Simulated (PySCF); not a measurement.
Computed shifts of a molecule Cl2H5NSi2, PBE0/pcSseg-1 in PySCF, GIAO, gas phase, atoms alike by connectivity averaged where their shifts nearly agree, in ppm (number of nuclei): ²⁹Si: 29.6 (1), -45.6 (1). ¹⁵N: -7.5 (1). ¹H: 6.30 (1), 5.05 (2), 0.36 (2). References: ²⁹Si against TMS (σ = 352.7 ppm); ³⁵Cl against HCl (σ = 945.9 ppm); ¹⁵N against NH3 (σ = 267.4 ppm); ¹H against TMS (σ = 31.56 ppm), references at their B3LYP-D3(BJ)/def2-TZVP geometries, non-relativistic (without spin–orbit terms, shifts of atoms bonded to Cl or Br come out too high). Geometry: B3LYP-D3(BJ)/def2-SVP. One conformer was computed; it need not be the lowest.

**Question.** Which structure fits?
A) N[Si@@H](Cl)[SiH2]Cl
B) N[SiH2][SiH](Cl)Cl
C) Cl[SiH2]N[SiH2]Cl
D) [SiH3]N[SiH](Cl)Cl

**Answer.** B, N[SiH2][SiH](Cl)Cl
